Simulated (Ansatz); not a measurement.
Consider the formal exchange of groups at the Si–F bond: `O[SiH2][SiH](O)F` + `C=C` → `C=C[SiH](O)[SiH2]O` + H–F.

Program: Ansatz. Geometries: PBE0-D4/def2-TZVP. ΔE: electronic, gas phase. CCSD(T)/CBS is the MP2 limit (def2-TZVPP, def2-QZVPP) plus CCSD(T) − MP2 in def2-TZVPP, frozen cores. This one scheme is used for every species. DFT in def2-TZVPP. Each species was taken in one conformer, which may not be the lowest.

(1) Is it downhill or uphill in electronic energy at CCSD(T)/CBS, and by how much? (An estimate is asked.)

(2) What do these levels give: PBE0-D4, PBE, SCS-MP2/def2-TZVPP, CCSD/def2-TZVPP, MP2/def2-QZVPP, HF/CBS(def2)? (An estimate is asked.)

Largest T1 diagnostic among the species: 0.012.

Results:

(1) Ansatz gave: Uphill: ΔE = +146.3 kJ/mol.

(2) The calculation gave: PBE0-D4 139.9, PBE 146.1, SCS-MP2/def2-TZVPP 150.6, CCSD/def2-TZVPP 150.3, MP2/def2-QZVPP 144.7, HF/CBS(def2) 174.9 kJ/mol.

The D4 term adds −11.6 kJ/mol with B3LYP and −6.8 kJ/mol with PBE0; it sums over pairs of atoms, weighted by their polarisabilities, and B3LYP, whose exchange is more repulsive, gets the larger term. In def2-TZVPP, CCSD(T) changes the Hartree–Fock value by −26.7 kJ/mol (the triples alone add −4.0 kJ/mol) and MP2 by −28.9 kJ/mol.

B3LYP here is the variant with VWN-RPA as its local correlation; programs differ in this.
